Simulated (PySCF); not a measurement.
# Potential energy of LiGe along the bond

Set-up: PySCF, scalar-relativistic core potentials, basis sets Li cc-pVDZ, Ge cc-pVDZ-PP with ECP10. Energies in eV from Li + Ge in their ground configurations at the same level. State: ⁴Σ⁻ (quartet), unpaired electrons σ ↑, π ↑↑.

All columns are PBE0. A positive dipole means Li(−)Ge(+).

```json
{"R (Å)": "2.082", "E (eV)": "-1.331", "μ (D)": "-4.64", "Mulliken charge on Li (basis-dependent)": "-0.06", "HOMO (eV)": "-4.82", "LUMO (eV)": "-1.62", "Mayer bond order": "1.52", "⟨S²⟩": "3.75"}
{"R (Å)": "2.179", "E (eV)": "-1.501", "μ (D)": "-4.90", "Mulliken charge on Li (basis-dependent)": "0.00", "HOMO (eV)": "-4.71", "LUMO (eV)": "-1.68", "Mayer bond order": "1.45", "⟨S²⟩": "3.75"}
{"R (Å)": "2.276", "E (eV)": "-1.596", "μ (D)": "-5.17", "Mulliken charge on Li (basis-dependent)": "0.05", "HOMO (eV)": "-4.62", "LUMO (eV)": "-1.72", "Mayer bond order": "1.38", "⟨S²⟩": "3.75"}
{"R (Å)": "2.348", "E (eV)": "-1.630", "μ (D)": "-5.37", "Mulliken charge on Li (basis-dependent)": "0.08", "HOMO (eV)": "-4.55", "LUMO (eV)": "-1.75", "Mayer bond order": "1.33", "⟨S²⟩": "3.75"}
{"R (Å)": "2.421", "E (eV)": "-1.640", "μ (D)": "-5.57", "Mulliken charge on Li (basis-dependent)": "0.12", "HOMO (eV)": "-4.48", "LUMO (eV)": "-1.78", "Mayer bond order": "1.28", "⟨S²⟩": "3.75"}
{"R (Å)": "2.494", "E (eV)": "-1.630", "μ (D)": "-5.77", "Mulliken charge on Li (basis-dependent)": "0.15", "HOMO (eV)": "-4.42", "LUMO (eV)": "-1.80", "Mayer bond order": "1.24", "⟨S²⟩": "3.75"}
{"R (Å)": "2.591", "E (eV)": "-1.593", "μ (D)": "-6.02", "Mulliken charge on Li (basis-dependent)": "0.19", "HOMO (eV)": "-4.35", "LUMO (eV)": "-1.83", "Mayer bond order": "1.18", "⟨S²⟩": "3.75"}
{"R (Å)": "2.712", "E (eV)": "-1.519", "μ (D)": "-6.33", "Mulliken charge on Li (basis-dependent)": "0.23", "HOMO (eV)": "-4.27", "LUMO (eV)": "-1.85", "Mayer bond order": "1.11", "⟨S²⟩": "3.75"}
{"R (Å)": "2.857", "E (eV)": "-1.406", "μ (D)": "-6.66", "Mulliken charge on Li (basis-dependent)": "0.26", "HOMO (eV)": "-4.18", "LUMO (eV)": "-1.89", "Mayer bond order": "1.04", "⟨S²⟩": "3.75"}
{"R (Å)": "3.050", "E (eV)": "-1.233", "μ (D)": "-7.02", "Mulliken charge on Li (basis-dependent)": "0.30", "HOMO (eV)": "-4.09", "LUMO (eV)": "-2.03", "Mayer bond order": "0.95", "⟨S²⟩": "3.75"}
```

A fit through these points gives, at Re = 2.417 Å, μ = -5.56 D and dμ/dR = -2.72 D/Å; the reduced mass is 6.408 u.

How strong is the fundamental in the double-harmonic approximation, I = 42.26·(dμ/dR)²/μred km/mol?

I = 42.26·(-2.72)²/6.408 = 48.8 km/mol at PBE0.

Spin–orbit coupling is left out. The state is the lowest determinant that a PBE0 search found; another state may lie lower at other levels.
